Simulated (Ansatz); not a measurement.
Abridged output of a molecular run in Ansatz:

```
Functional definition: HF
968 factors; integrals over basis functions are off by at most 1.4e-3 eV
mean field evaluation 1: about -59084.7932 eV, gradient 2.8e1 eV
mean field evaluation 2: about -59084.7946 eV, gradient 2.8e1 eV
mean field evaluation 4: about -59086.8118 eV, gradient 2.8e0 eV
mean field evaluation 8: about -59086.8386 eV, gradient 1.2e-4 eV
mean field -59086.83857356 eV, -2171.4012670808 hartree, gradient 1.3e-6 eV, S^2 0.000000; 0 other end points of the search recorded, 0 dependent functions left out
11 core orbitals not correlated: weight in the atoms' cores, before any rotation towards them, 1.000 or more for the frozen orbitals, at most 0.000 for the correlated occupied ones
reference -59086.83857356 eV, -2171.4012670808 hartree; 15, 15 occupied and 69, 69 virtual orbitals, 968 factors
second order -15.16331265 eV of doubles, -0.00000000 eV of singles
cycle   1  -15.58978312 eV  change   -4.3e-1 eV  update   8.5e-2
cycle   2  -16.07459239 eV  change   -4.8e-1 eV  update   2.6e-2
cycle   3  -16.13494372 eV  change   -6.0e-2 eV  update   1.0e-2
cycle   4  -16.13416864 eV  change    7.8e-4 eV  update   2.4e-3
cycle   5  -16.13438363 eV  change   -2.1e-4 eV  update   7.2e-4
cycle   6  -16.13411174 eV  change    2.7e-4 eV  update   2.2e-4
cycle   7  -16.13404946 eV  change    6.2e-5 eV  update   7.6e-5
cycle   8  -16.13404193 eV  change    7.5e-6 eV  update   2.9e-5
perturbative correction -0.43463441 eV, -0.0159725200 hartree
Total energy: -59103.40724990 eV, -2172.0101547056 hartree
```

Its atoms:

Cartesian coordinates in Å:
```
N -0.534 1.324 0.568
C -0.260 -0.100 0.692
Ge 0.394 -0.806 -1.022
H 0.315 1.840 0.376
H -0.921 1.697 1.426
H 0.453 -0.373 1.484
H -1.195 -0.623 0.913
H 1.599 0.039 -1.483
H -0.704 -0.730 -2.094
H 0.853 -2.267 -0.859
```

(1) Which basis set was used?
A. def2-TZVPP
B. def2-SVP
C. cc-pV(T+d)Z
D. def2-SVPD

(2) Write the keys of the input that set method, charge and spin (a neutral closed shell needs none for the last two).

## Answers

(1) B. It gives 95 functions.

(2) 
```yaml
correlation: {method: ccsd_t}
```
